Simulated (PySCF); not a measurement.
Job for PySCF: R-B3LYP/6-31G* on MgB+, 2S+1 = 1, a spin state set in the input, which need not be the lowest, a point of a bond scan (R = 2.650 Å). Charge +1.

```python
from pyscf import gto, scf, dft, mp
from pyscf.data.elements import chemcore

mol = gto.M(
    atom='''
    B     0.00000000    0.00000000    0.00000000
    Mg    0.00000000    0.00000000    2.64992800
    ''',
    basis='6-31g*',
    cart=True,
    charge=1, spin=0, verbose=3, max_memory=1800)
mf = dft.RKS(mol, xc='b3lyp')
mf.conv_tol = 1e-8
mf.max_cycle = 100
mf.kernel()
if not mf.converged:
    mf = mf.newton().run(mf.mo_coeff, mf.mo_occ)
```

Output:

```
converged SCF energy = -224.511833589116
```

The run converged.

Cost: very roughly 1.0 core-seconds.
